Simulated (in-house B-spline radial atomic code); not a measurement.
Values are calculated unless marked as measured or tabulated.
# Correlation energy from the adiabatic connection: −Z/r, Z = 8.6, wall at 3.28 bohr

Two electrons in a singlet, external potential −Z/r, Z = 8.6, wall at 3.28 bohr (atomic units). Full CI in B-splines (partial waves to l = 8, correlation up to 0.6 % small) with the density held fixed gives W(λ) = <V_ee>_λ − U, and E_c is the integral of W(λ) − W(0) from 0 to 1.

```tsv
λ	W(λ) − W(0) (hartree)
0	0.00000
0.02	-0.00186
0.05	-0.00465
0.12	-0.01113
0.25	-0.02306
0.4	-0.03666
0.6	-0.05452
0.8	-0.07206
1	-0.08931
```

(1) Integrate the table by the trapezoid rule.

(2) Now use only three numbers: W(0) = -5.1524, the initial slope W'(0) = -0.09328 (extrapolated from the first points) and the strong-coupling limit of the point-charge-plus-continuum model, W∞ = -7.3144. What do second-order theory and the interpolation W(λ) = W∞ + (W(0) − W∞)/√(1 + 2χλ) of Seidl, Perdew and Levy give?

Answers

(1) The strips give -0.00002, -0.00010, -0.00055, -0.00222, -0.00448, -0.00912, -0.01266, -0.01614, which sum to -0.04528 hartree. The direct value, W(1) − W(0) + T_c with T_c = 0.04401, is -0.04530; the curve is convex, so chords lie above it and the trapezoids fall short in size by 0.05 %.

(2) Second order keeps the slope alone: E_c = W'(0)/2 = -0.04664, +3 % in size against -0.04530. Matching the slope fixes χ = W'(0)/(W∞ − W(0)) = -0.09328/(-2.16200) = 0.04315. Integrating, with s = √(1 + 2χ) = 1.042253, E_c = −(W(0) − W∞)(s − 1)/(s + 1) = −2.16200 × 0.042253/2.042253 = -0.04473 hartree, -1.3 % in size against the full result. At λ = 1 the formula gives W − W(0) = -0.08765 against -0.08931. Part of the miss can come from the model's W∞.
